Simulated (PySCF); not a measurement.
Several species in one continuum solvent.

Level: wB97X-D/def2-SVPD in PySCF, non-relativistic, each on one gas-phase PBE0-D3(BJ)/def2-SVP geometry that isn't relaxed in the solvent. The solvent is an IEF-PCM continuum (van der Waals radii × 1.2). Only the electrostatic response of the medium enters.

Question: Order them by E(solvent) − E(gas) in chloroform (ε = 4.711), most negative first (kcal/mol).
A. `[CH3:1]/[N:2]=[CH:3]/[CH2:4][O:5][SiH2:6][O:7][CH3:8]` with N2–C3–C4–O5 133°, C3–C4–O5–Si6 83°, C4–O5–Si6–O7 -72°, O5–Si6–O7–C8 -69°
B. `[NH2:1][NH:2][c:3]1[cH:4][cH:5][cH:6][cH:7][cH:8]1` with H–N1–N2–C3 73° and -48°, N1–N2–C3–C4 -12° (phenylhydrazine)
C. `[O:1]=[S:2](=[O:3])([OH:4])[c:5]1[cH:6][cH:7][cH:8][cH:9][cH:10]1` with O1–S2–O4–H 20°, O1–S2–C5–C6 164°
D. `[CH3:1][O:2][SiH2:3][O:4][CH2:5][CH:6]([Cl:7])[Cl:8]` with C1–O2–Si3–O4 103°, O2–Si3–O4–C5 -19°, Si3–O4–C5–C6 -96°, O4–C5–C6–Cl7 63°

Answer: C (-7.7), B (-5.0), A (-4.0), D (-3.1).

```
            SMILES  charge  ΔE (kcal/mol)  polarisation term (kcal/mol)  HOMO shift (eV)  dipole gas (D)  dipole solvent (D)  atoms  lowest singlet, gas (eV)  lowest singlet, solvent (eV)
O=S(=O)(O)c1ccccc1       0           -7.7                          -8.6            +0.21            5.03                6.09     16                      5.37                          5.34
        NNc1ccccc1       0           -5.0                          -5.5            +0.02            0.57                0.79     16                      4.80                          4.74
  C/N=C/CO[SiH2]OC       0           -4.0                          -4.4            -0.08            1.57                1.98     19                      5.09                          5.17
 CO[SiH2]OCC(Cl)Cl       0           -3.1                          -3.4            +0.07            0.44                0.47     16                      7.07                          7.08
```

The polarisation term is half the interaction of the solute with the induced surface charges. Singlets are vertical TDDFT energies (frozen core, non-equilibrium response), the lowest in each medium.

The pairwise dispersion term of wB97X-D wasn't added to the energies; at a given geometry it leaves orbitals and properties as they are.
